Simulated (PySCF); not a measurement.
[SiI3]+ at several levels of theory

All levels use the PBE0 minimum (singlet; Si–I 2.349 Å (×3); I–Si–I 120.0° (×3)), basis [Si def2-SVP, I def2-SVP with ECP28], scalar-relativistic core potentials, density fitting, no spin–orbit coupling, PySCF. For vertical energies the ionised species is a doublet (spins chosen at PBE0 and kept) and the electron-attached one a doublet. Open shells are unrestricted, also as the reference of the correlated levels. A dash marks a value that was not computed or is not defined at that level.

```tsv
level	vertical IP (eV)	vertical EA (eV)	−ε(HOMO) (eV)	gap (eV)
PBE0	14.36	6.51	12.57	4.46
HF	14.59	6.17	15.04	9.81
MP2	?	?	–	–
PBE	13.90	6.27	11.41	2.75
B3LYP	?	?	?	?
r2SCAN	14.20	6.51	11.77	3.07
TPSSh	14.17	6.45	11.99	3.54
BP86	14.03	6.38	11.54	2.75
BHandHLYP	14.59	6.44	13.49	6.21
```

Task: Fill in the row of MP2.

Result: vertical IP (eV) 14.38, vertical EA (eV) 6.06.

Task: Fill in the row of B3LYP.

Result: vertical IP (eV) 14.23, vertical EA (eV) 6.36, −ε(HOMO) (eV) 12.27, gap (eV) 4.11.
